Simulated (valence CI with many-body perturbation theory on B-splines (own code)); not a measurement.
Pb61+: what the settings do

Calculated by configuration interaction combined with many-body perturbation theory (CI+MBPT): three valence electrons over a frozen Dirac-Fock core [Ar], radial functions for each j: 6 s, 6 p, 5 d, 5 f, 1 g, with the one-electron correlation potential Σ1 (screened to all orders), the two-electron term Σ2, the three-electron term Σ3, Breit, model QED; selected single and double excitations, second order for the rest, scaled by the run's own slope (own B-spline code, finite nucleus).

The last digits are not significant, and no measured levels were compared; by estimate large intervals hold to a few tenths of a per cent, small ones and those within an open d or f shell to about a per cent. The list stops below the first excitations out of the core. Only levels of the ground parity were solved; by the run's estimate the other parity begins above the list, which can be wrong where configurations are misplaced.

The reference run has the lowest level (3d3/2^3) J=3/2 and an ionisation energy of 6597.84 eV. Its largest variational space holds 2182 state functions.

Levels are named by their leading jj configuration (3d3/2^4 stands for four electrons in 3d with j = 3/2), which in mixed levels can hold well under half, so a name can repeat and another be missing. Letters in brackets count levels of one name in rising energy.

Changed runs:
A. three-electron term on → off; core polarisation of operators on → off
B. correlating orbitals by l 3 3 3 3 1 → 4 4 0 0 0; factor on the speed of light 1 → 100; QED terms on → off
C. hole-hole ladder in Σ2 on → off
D. scale of Σ2 1 → -1 (bad on purpose)

Excitation energies of the reference run in cm⁻¹, and shifts in cm⁻¹:

| Level | Reference | A | C | D |
| --- | --- | --- | --- | --- |
| (3d3/2^2 3d5/2) J=5/2 [a] | 891609 | -118 | -4340 | -9172 |
| (3d3/2^2 3d5/2) J=3/2 | 947723 | -1150 | -2554 | -3076 |
| (3d3/2^2 3d5/2) J=9/2 | 978497 | +109 | -6754 | -9083 |
| (3d3/2^2 3d5/2) J=7/2 | 984861 | -19 | -4625 | -5855 |
| (3d3/2^2 3d5/2) J=1/2 | 997777 | -1486 | -706 | +1503 |
| (3d3/2^2 3d5/2) J=5/2 [b] | 1222570 | -423 | +3876 | +6546 |
| (3d3/2 3d5/2^2) J=7/2 [a] | 1860490 | -211 | -5588 | -14527 |
| (3d3/2 3d5/2^2) J=9/2 | 1903880 | -309 | -6830 | -14910 |
| (3d3/2 3d5/2^2) J=3/2 | 1954650 | +127 | -190 | -5501 |
| (3d3/2 3d5/2^2) J=1/2 | 1982010 | -1662 | +201 | -1983 |
| (3d3/2 3d5/2^2) J=11/2 | 1988160 | -372 | -8348 | -14420 |
| (3d3/2 3d5/2^2) J=5/2 [a] | 1990640 | +86 | -1854 | -3349 |
| Ionisation energy (eV) | 6597.84 | -0.07 | -0.87 | -12.47 |

Run B ends with another lowest level, (3d3/2^2 3d5/2) J=3/2, and an ionisation energy of 6505.56 eV.
